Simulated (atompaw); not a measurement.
Pseudopotential generation for Os: PAW (atompaw), PBEsol, scalar-relativistic.

| Item | Value |
| --- | --- |
| Element | osmium (Os) |
| Generator | atompaw 4.2.0.5 |
| Type | PAW |
| Functional | PBEsol |
| Relativity | scalar-relativistic |
| Frozen core | [Kr] 4d10 4f14 5s2 |
| Valence charge | 14 |
| Reference configuration | 5p6 5d6 6s2 6p0 |
| Partial waves | 6s (bound): rc 2.35 bohr; 6s channel at 0.9 Ry: rc 2.35 bohr; 5p (bound): rc 2.05 bohr; 6p (bound, empty): rc 2.35 bohr; 5d (bound): rc 2.35 bohr; 5d channel at 4.8 Ry: rc 1.95 bohr |
| Local potential | troulliermartins scheme with l = 3 at 0 Ry, radius 2.25 bohr |
| Core correction | smooth core density matched at 1.98 bohr |
| Augmentation charge | sinc compensation charge, radius 1.90 bohr; PAW radius 2.35 bohr; waves and projectors: custom rrkj vanderbiltortho |

Poles of the logarithmic derivatives, all-electron (AE) and pseudo (PS). Narrow ghost or core levels that the grid stepped over were put in at their known energies. s: poles at 3.1 (AE) and -2.0, 3.1 (PS) Ry. p: poles at -3.6 (AE) and -3.6, 2.0 (PS) Ry. d: poles at 0.3 (AE) and 0.3 (PS) Ry. Test radius 2.35 bohr.

* Cutoffs needed: 21 Ry and 35 Ry (the cutoffs (Ry, on a coarse ladder) from which the occupation-weighted sum of valence levels, in a spherical-Bessel basis at the reference potential, stays within 10 and 1 mRy of its value at 400 Ry)
* Ghost test: ghost state, extra bound levels that the all-electron valence spectrum of the same l lacks: s at -26.9 eV; a true bound ghost makes a file unfit for plane-wave use (spherical-Bessel basis up to 400 Ry, 20 bohr box)
* Lowest eigenvalue of the overlap operator: 0.46 (s channel)
* Overlap eigenvalues printed by atompaw (projector basis): 0.31, 0.846, 3.86, 10.2, 341, 5.58e+04
* Share of each valence orbital outside the PAW sphere: 6s 70 %, 5p 1 %, 6p 93 %, 5d 21 %
